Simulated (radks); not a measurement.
Fractional charge and spin in the 5p shell of rhenium: the spin-up occupation runs from 2 to 3 and the spin-down occupation from 2 to 3; the fullest corner is Re2+, [Kr] 4d10 4f14 5s2 5d(up 2.5, down 2.5) 5p(up 3, down 3). Calculated with a radial shooting solver on a logarithmic mesh with Libxc functionals: scalar-relativistic Kohn-Sham, LDA (Slater exchange, Perdew-Wang correlation), spin-polarised, spherical densities, finite nucleus; Fermi nuclear charge, rms radius of each element as measured or else 0.836 A^(1/3) + 0.57 fm. Energy (eV) minus the two flat planes that join the four corners (they meet along the diagonal where the two added fractions sum to one electron); zero is where a piecewise linear energy would lie.

| down \ up | 2 | 2.25 | 2.5 | 2.75 | 3 |
|---|---|---|---|---|---|
| 2 | 0.000 | -1.471 | -1.952 | -1.457 | 0.000 |
| 2.25 | -1.471 | -1.899 | -1.351 | 0.157 | -1.364 |
| 2.5 | -1.952 | -1.351 | 0.209 | -1.261 | -1.806 |
| 2.75 | -1.457 | 0.157 | -1.261 | -1.755 | -1.344 |
| 3 | 0.000 | -1.364 | -1.806 | -1.344 | 0.000 |

Corners above the fullest one (they belong to Re3+ and the next ion): (up 3, down 2) 71.009 eV, (up 2, down 3) 71.009 eV, (up 2, down 2) 157.91 eV. With half an added electron in each spin the energy lies 0.209 eV from the planes, and with half an added electron in spin up alone -1.952 eV. The planes are only a guide here: the flat-plane condition holds for ground states with one frontier orbital, while this shell lies below other occupied shells, so the corners above the fullest one are inner-hole states and not the ground states of those ions.
